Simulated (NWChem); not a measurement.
Molecule: GeSiH$_{4}$, singlet; SMILES [SiH3][GeH]

Program: NWChem. Low-valent species are run as closed-shell singlets; no triplet was tried in these runs. The geometry was optimised at PBE0/def2-SVP. Level PBE/def2-SVP: energy and gradient on several grids; changes count from the extra-fine grid, which is no exact limit either.

Which is the coarsest grid (medium; coarse; xcoarse; fine; xfine) from which on the energy stays within 100 μHa and each gradient component within 200 μHa/bohr of xfine?

medium.
| grid | size of the energy change (μHa) | largest change of a gradient component (μHa/bohr) |
|---|---|---|
| xcoarse | 800 | 3000 |
| coarse | 20 | 1000 |
| medium | < 10 | 40 |
| fine | < 10 | 30 |
| xfine | < 10 | < 30 |
